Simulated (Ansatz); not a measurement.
PBE exchange is replaced step by step with exact exchange (0 % is PBE, 25 % PBE0; no dispersion term), basis def2-TZVPD, Ansatz. System: the cluster Li2Sn⁻. Total charge -1; doublet. Geometry: r2SCAN-D4/def2-TZVPD.

Geometry of the doublet:

```xyz
3

Li    0.845   -0.516   -1.489
Li   -1.459    0.997    0.277
Sn    0.614   -0.480    1.212
```

In the def2 sets Sn takes a core potential; there is no spin–orbit coupling. At PBE-D4/def2-TZVPD, PBE with 5 % exact exchange/def2-TZVPD, PBE with 10 % exact exchange/def2-TZVPD, PBE with 15 % exact exchange/def2-TZVPD and others the charge -1 doublet is spin-contaminated (final ⟨S²⟩ up to 1.51, 0.75 for a pure state). At PBE-D4/def2-TZVPD, PBE with 5 % exact exchange/def2-TZVPD, PBE with 10 % exact exchange/def2-TZVPD, PBE with 15 % exact exchange/def2-TZVPD and others the highest occupied level of the charge -1 doublet lies above zero (up to 0.55 eV). Its loss leaves the charge 0 triplet, which lies 1.08 eV higher (vertical, at PBE-D4/def2-TZVPD), but this difference is unsure: the triplet is doubtful (geometry relaxed on an unsound state). The geometry of the doublet was relaxed on an unsound state (⟨S²⟩ 1.36, where a pure state has 0.75). The structure comes from a short search, and lower isomers may exist.

HOMO and LUMO are taken over both spins.

```json
{"exact exchange (%)": "0", "HOMO (eV)": "0.55", "LUMO (eV)": "1.17", "gap (eV)": "0.62", "⟨S²⟩": "1.051"}
{"exact exchange (%)": "5", "HOMO (eV)": "0.46", "LUMO (eV)": "1.27", "gap (eV)": "0.81", "⟨S²⟩": "1.103"}
{"exact exchange (%)": "10", "HOMO (eV)": "0.37", "LUMO (eV)": "1.37", "gap (eV)": "1.00", "⟨S²⟩": "1.156"}
{"exact exchange (%)": "15", "HOMO (eV)": "0.28", "LUMO (eV)": "1.48", "gap (eV)": "1.19", "⟨S²⟩": "1.208"}
{"exact exchange (%)": "25", "HOMO (eV)": "0.10", "LUMO (eV)": "1.68", "gap (eV)": "1.58", "⟨S²⟩": "1.307"}
{"exact exchange (%)": "50", "HOMO (eV)": "-0.37", "LUMO (eV)": "2.19", "gap (eV)": "2.56", "⟨S²⟩": "1.515"}
```

Q: Estimate the row for 35 %.

A: 
| exact exchange (%) | HOMO (eV) | LUMO (eV) | gap (eV) | ⟨S²⟩ |
| --- | --- | --- | --- | --- |
| 35 | -0.08 | 1.89 | 1.97 | 1.397 |
